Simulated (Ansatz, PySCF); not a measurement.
Process, species as SMILES: C[SiH2]O[SiH3] → C[SiH-]O[SiH3] + H+
Each molecule is optimised on its own at B3LYP-D3(BJ)/def2-TZVP (Ansatz, a program for electronic structure), one conformer each, not searched for the lowest. Frequencies are from Ansatz or PySCF.

Wanted: gas-phase deprotonation energy (enthalpy at 298 K, with B3LYP-D3(BJ) rigid-rotor harmonic-oscillator terms), in kcal/mol. Valence correlation only, unless marked. No spin-orbit coupling. No relativistic terms. Anions need diffuse functions: aug- sets have them; def2-D sets add few; the other sets have none. Basis-set limits of correlation are two-point, X^-3; Hartree-Fock from the larger set. The bracket is a focal-point correction in the basis named.

```json
[
 {"level": "HF/cc-pV(T+d)Z", "program": "Ansatz", "gas-phase deprotonation energy (kcal/mol)": "391.6", "minus last row": "13.1"},
 {"level": "B3LYP-D4/def2-TZVPD", "program": "Ansatz + dftd4", "gas-phase deprotonation energy (kcal/mol)": "376.4", "minus last row": "-2.1"},
 {"level": "PBE0/STO-3G", "program": "Ansatz", "gas-phase deprotonation energy (kcal/mol)": "474.3", "minus last row": "95.8"},
 {"level": "PBE0-D3(BJ)/def2-TZVP", "program": "Ansatz + dftd3", "gas-phase deprotonation energy (kcal/mol)": "379.2", "minus last row": "0.7"},
 {"level": "PBE0-D3(BJ)/def2-TZVPD", "program": "Ansatz + dftd3", "gas-phase deprotonation energy (kcal/mol)": "377.2", "minus last row": "-1.3"},
 {"level": "PBE0/def2-QZVPP", "program": "Ansatz", "gas-phase deprotonation energy (kcal/mol)": "378.0", "minus last row": "-0.5"},
 {"level": "r2SCANh-D4/def2-TZVPD", "program": "Ansatz + dftd4", "gas-phase deprotonation energy (kcal/mol)": "378.5", "minus last row": "0.0"},
 {"level": "r2SCAN0/def2-TZVPD", "program": "Ansatz", "gas-phase deprotonation energy (kcal/mol)": "380.2", "minus last row": "1.7"},
 {"level": "MP2/cc-pV(T+d)Z", "program": "Ansatz", "gas-phase deprotonation energy (kcal/mol)": "382.1", "minus last row": "3.6"},
 {"level": "MP2/CBS(aug-cc-pV(T+d)Z,aug-cc-pV(Q+d)Z)", "program": "Ansatz", "gas-phase deprotonation energy (kcal/mol)": "378.5", "minus last row": "0.0"},
 {"level": "RI-MP2/aug-cc-pV(T+d)Z", "program": "Ansatz", "gas-phase deprotonation energy (kcal/mol)": "377.7", "minus last row": "-0.8"},
 {"level": "RI-MP2/cc-pV(T+d)Z", "program": "Ansatz", "gas-phase deprotonation energy (kcal/mol)": "382.1", "minus last row": "3.6"},
 {"level": "CCSD/6-31G", "program": "Ansatz", "gas-phase deprotonation energy (kcal/mol)": "374.1", "minus last row": "-4.4"},
 {"level": "CCSD/aug-cc-pV(D+d)Z", "program": "Ansatz", "gas-phase deprotonation energy (kcal/mol)": "375.0", "minus last row": "-3.5"},
 {"level": "CCSD/cc-pV(T+d)Z", "program": "Ansatz", "gas-phase deprotonation energy (kcal/mol)": "383.5", "minus last row": "5.0"},
 {"level": "CCSD(T)/6-31G*", "program": "Ansatz", "gas-phase deprotonation energy (kcal/mol)": "381.9", "minus last row": "3.4"},
 {"level": "CCSD(T)/cc-pwCVTZ", "program": "Ansatz", "gas-phase deprotonation energy (kcal/mol)": "381.6", "minus last row": "3.1"},
 {"level": "CCSD(T)/aug-cc-pV(Q+d)Z", "program": "Ansatz", "gas-phase deprotonation energy (kcal/mol)": "378.2", "minus last row": "-0.3"},
 {"level": "RI-MP2/CBS(aug-cc-pV(T+d)Z,aug-cc-pV(Q+d)Z)+[CCSD(T)-MP2]/aug-cc-pV(T+d)Z", "program": "Ansatz", "gas-phase deprotonation energy (kcal/mol)": "378.1", "minus last row": "-0.4"},
 {"level": "RI-MP2/CBS(aug-cc-pV(T+d)Z,aug-cc-pV(Q+d)Z)+[CCSD(T)-MP2]/aug-cc-pV(Q+d)Z", "program": "Ansatz", "gas-phase deprotonation energy (kcal/mol)": "378.4", "minus last row": "-0.1"},
 {"level": "CCSD(T)/CBS(aug-cc-pV(T+d)Z,aug-cc-pV(Q+d)Z)", "program": "Ansatz", "gas-phase deprotonation energy (kcal/mol)": "378.5", "minus last row": "0.0"}
]
```
